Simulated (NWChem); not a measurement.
Species: AlH2F; SMILES [F][AlH2]

All runs: NWChem. Geometry: optimised at B3LYP/6-31G* (spherical d).

Diagonal of the polarisability tensor at B3LYP/def2-SVPD, static: 25.28, 31.25, 27.87 bohr³.

Question: Find the mean polarisability volume, the molar refraction, and the refractive index that an ideal gas of it would have at 273.15 K and 1 atm.

Answer: 
1. Mean: one third of the trace = 28.13 bohr³ × 0.14818 Å³/bohr³ = 4.17 Å³.
2. Molar refraction (Lorentz-Lorenz): (4π/3) N_A α = 10.5 cm³/mol.
3. Number density p/kT = 2.687 × 10⁻⁵ Å⁻³; n − 1 = 2π N α = 7.04 × 10⁻⁴.
4. These hold the electronic response alone: vibrational and orientational terms add to the static dielectric constant.
